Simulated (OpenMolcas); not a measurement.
Ir5+: moving or changing the point charges

Ir5+ among 2 point charges of -1 e arranged as a linear pair (D∞h), 2.25 Å from the ion.

```
Program             : OpenMolcas 26.06
Method              : SS-CASPT2, IPEA 0.25 Eh, imaginary shift 0.1 Eh (closed shells correlated: 5s 5p)
Basis               : ANO-RCC-VTZP [8s7p5d3f1g]
Scalar Hamiltonian  : DKH2, point nucleus
Active space        : 4 electrons in 5 orbitals (5d)
State averaging     : 2S+1 = 5 even, 5 roots; 2S+1 = 3 even, 45 roots; 2S+1 = 1 even, 50 roots
Spin-orbit coupling : RASSI with atomic mean-field integrals over the reference wave functions
```

Runs around this geometry, states (labels by Λ). Energies in cm-1 above the lowest state or level, χT in cm3 K/mol.

| R (Å) | q (e) | Ground state | First state of that spin | First gap with spin-orbit (degeneracies) | χT at 300 K | First state of another spin |
| --- | --- | --- | --- | --- | --- | --- |
| 2.25 | -0.8 | 5Σ | 5Π 2180 | 5040 (1, 2) | 0.045 | 3Γ 18510 |
| 2.14 | -1 | 5Σ | 5Π 3150 | 4610 (1, 2) | 0.053 | 3Γ 18620 |
| 2.25 | -1 | 5Σ | 5Π 2640 | 4830 (1, 2) | 0.049 | 3Γ 18580 |
| 2.46 | -1 | 5Σ | 5Π 1940 | 5080 (1, 2) | 0.044 | 3Γ 18500 |

Taking the first state of the same spin as R^-n, n = -ln(1940 / 3150) / ln(2.46 / 2.14) = 3.5 between the shortest and longest distance.

Scaling the charges by -0.8 / -1 = 0.80 scales the first state of the same spin by 2180 / 2640 = 0.83; with fixed orbitals a first-order splitting would follow the charge.

Roots that are degenerate in the reference are averaged as groups; the widest CASPT2 spread within a group is 53 cm-1 (the 2-fold group of multiplicity 1 near 77500 cm-1 above the lowest state of its run, R = 2.14, q = -1). Shifts and gaps below about the spread of the groups concerned are not significant. Point charges give a weaker field than real ligands, and real ions of this kind are as a rule low spin; the high spin found here belongs to the model. Free-ion shares, where given, are those of the reference states; single-state CASPT2 does not remix them. Spin-orbit coupling mixes the spin-free states strongly: the lowest level takes only 28 % from its leading state, 5Π, which lies 2182 cm-1 above the lowest spin-free state (figures for R = 2.25, q = -0.8; the like holds for R = 2.14, q = -1, R = 2.25, q = -1, R = 2.46, q = -1). This is an electrostatic model: the charges have no orbitals. No measured value stands beside these numbers.
